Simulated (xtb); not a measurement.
xtb input (GFN1-xTB):

```bash
xtb mol.xyz --gfn 1 --sp --chrg 0 --uhf 0
```
mol.xyz:
```
5

C     -0.55605097     0.18033122     0.03102555
N      0.60071743    -0.32134114    -0.04481058
H     -1.42101256    -0.48252082    -0.00491200
H     -0.76996694     1.24934935     0.13218350
H      1.32226330     0.40057215     0.00024922
```

Output:

```
           -------------------------------------------------
          |                Calculation Setup                |
           -------------------------------------------------

           -------------------------------------------------
          |                 G F N 1 - x T B                 |
           -------------------------------------------------

        Reference                      10.1021/acs.jctc.7b00118
      * Hamiltonian:
        H0-scaling (s, p, d)           1.850000    2.250000    2.000000
        zeta-weighting                 0.000000
      * Dispersion:
        s8                             2.400000
        a1                             0.630000
        a2                             5.000000
        s9                             0.000000
      * Repulsion:
        kExp                           1.500000
        rExp                           1.000000
      * Coulomb:
        alpha                          2.000000
        third order                    atomic
        anisotropic                    false
      * Halogen bond correction:
        rad-scale                      1.300000
        damping                        0.440000

          ...................................................
          :                      SETUP                      :
          :.................................................:
          :  # basis functions                  14          :
          :  # atomic orbitals                  14          :
          :  # shells                           10          :
          :  # electrons                        12          :
          :  # halogen bonds                     0          :
          :  max. iterations                   250          :
          :  Hamiltonian                  GFN1-xTB          :
          :  restarted?                      false          :
          :  GBSA solvation                  false          :
          :  PC potential                    false          :
          :  electronic temp.          300.0000000     K    :
          :  accuracy                    1.0000000          :
          :  -> integral cutoff          0.2500000E+02      :
          :  -> integral neglect         0.1000000E-07      :
          :  -> SCF convergence          0.1000000E-05 Eh   :
          :  -> wf. convergence          0.2000000E-04 e    :
          :  Broyden damping             0.4000000          :
          :  net charge                          0          :
          :  unpaired electrons                  0          :
          ...................................................

 iter      E             dE          RMSdq      gap      omega  full diag
   1     -6.9635484 -0.696355E+01  0.693E+00    4.52       0.0  T
   2     -6.9712810 -0.773256E-02  0.415E+00    4.35       1.0  T
   3     -6.9717645 -0.483534E-03  0.504E-01    4.25       1.0  T
   4     -6.9721165 -0.352043E-03  0.469E-02    4.29       1.0  T
   5     -6.9721195 -0.292737E-05  0.585E-03    4.29       7.6  T
   6     -6.9721195 -0.483713E-07  0.398E-03    4.29      11.2  T
   7     -6.9721196 -0.541831E-07  0.312E-04    4.29     143.2  T
   8     -6.9721196 -0.250380E-09  0.235E-05    4.29    1904.2  T
   9     -6.9721196 -0.397016E-12  0.406E-06    4.29   11018.9  T

   *** convergence criteria satisfied after 9 iterations ***

         #    Occupation            Energy/Eh            Energy/eV
      -------------------------------------------------------------
         1        2.0000           -0.7542075             -20.5230
         2        2.0000           -0.6211644             -16.9027
         3        2.0000           -0.5733584             -15.6019
         4        2.0000           -0.5229607             -14.2305
         5        2.0000           -0.4815877             -13.1047
         6        2.0000           -0.4305812             -11.7167 (HOMO)
         7                         -0.2729001              -7.4260 (LUMO)
         8                         -0.1216232              -3.3095
         9                         -0.0977454              -2.6598
        10                         -0.0663306              -1.8049
        11                          0.2399780               6.5301
       ...                                ...                  ...
        14                          0.6037309              16.4284
      -------------------------------------------------------------
                  HL-Gap            0.1576811 Eh            4.2907 eV
             Fermi-level           -0.3517406 Eh           -9.5713 eV

 SCC (total)                   0 d,  0 h,  0 min,  0.002 sec
 SCC setup                      ...        0 min,  0.000 sec (  2.988%)
 Dispersion                     ...        0 min,  0.000 sec (  1.836%)
 classical contributions        ...        0 min,  0.000 sec (  0.865%)
 integral evaluation            ...        0 min,  0.000 sec ( 20.591%)
 iterations                     ...        0 min,  0.001 sec ( 39.161%)
 molecular gradient             ...        0 min,  0.000 sec ( 30.386%)
 printout                       ...        0 min,  0.000 sec (  3.871%)

         :::::::::::::::::::::::::::::::::::::::::::::::::::::
         ::                     SUMMARY                     ::
         :::::::::::::::::::::::::::::::::::::::::::::::::::::
         :: total energy              -6.881297098182 Eh    ::
         :: gradient norm              0.014493557481 Eh/a0 ::
         :: HOMO-LUMO gap              4.290721314487 eV    ::
         ::.................................................::
         :: SCC energy                -6.972119571824 Eh    ::
         :: -> electrostatic           0.015101464635 Eh    ::
         :: repulsion energy           0.091494396051 Eh    ::
         :: dispersion energy         -0.000671922410 Eh    ::
         :: halogen bond corr.         0.000000000000 Eh    ::
         :: add. restraining           0.000000000000 Eh    ::
         :: total charge              -0.000000000000 e     ::
         :::::::::::::::::::::::::::::::::::::::::::::::::::::

           -------------------------------------------------
          |                Property Printout                |
           -------------------------------------------------

    * Orbital Energies and Occupations

         #    Occupation            Energy/Eh            Energy/eV
      -------------------------------------------------------------
         1        2.0000           -0.7542075             -20.5230
         2        2.0000           -0.6211644             -16.9027
         3        2.0000           -0.5733584             -15.6019
         4        2.0000           -0.5229607             -14.2305
         5        2.0000           -0.4815877             -13.1047
         6        2.0000           -0.4305812             -11.7167 (HOMO)
         7                         -0.2729001              -7.4260 (LUMO)
         8                         -0.1216232              -3.3095
         9                         -0.0977454              -2.6598
        10                         -0.0663306              -1.8049
        11                          0.2399780               6.5301
        12                          0.2862373               7.7889
        13                          0.4055954              11.0368
        14                          0.6037309              16.4284
      -------------------------------------------------------------
                  HL-Gap            0.1576811 Eh            4.2907 eV
             Fermi-level           -0.3517406 Eh           -9.5713 eV

  Mulliken/CM5 charges         n(s)   n(p)   n(d)
     1C     0.15433  0.14330   1.021  2.825  0.000
     2N    -0.38379 -0.68001   1.546  3.838  0.000
     3H     0.02184  0.08435   0.978  0.000  0.000
Note: The following floating-point exceptions are signalling: IEEE_DENORMAL
normal termination of xtb
     4H     0.01149  0.07131   0.989  0.000  0.000
     5H     0.19613  0.38105   0.804  0.000  0.000

Wiberg/Mayer (AO) data.
largest (>0.10) Wiberg bond orders for each atom

 ---------------------------------------------------------------------------
     #   Z sym  total        # sym  WBO       # sym  WBO       # sym  WBO
 ---------------------------------------------------------------------------
     1   6 C    3.969 --     2 N    2.018     3 H    0.979     4 H    0.968
     2   7 N    3.016 --     1 C    2.018     5 H    0.960
     3   1 H    1.022 --     1 C    0.979
     4   1 H    1.004 --     1 C    0.968
     5   1 H    0.984 --     2 N    0.960
 ---------------------------------------------------------------------------

Topologies differ in total number of bonds
Writing topology from bond orders to xtbtopo.mol

 dipole moment from electron density (au)
     X       Y       Z
  -0.2268   0.8746   0.0842  total (Debye):    2.307

           -------------------------------------------------
          | TOTAL ENERGY               -6.881297098182 Eh   |
          | GRADIENT NORM               0.014493557481 Eh/α |
          | HOMO-LUMO GAP               4.290721314487 eV   |
           -------------------------------------------------

------------------------------------------------------------------------
------------------------------------------------------------------------
 total:
 SCF:
```
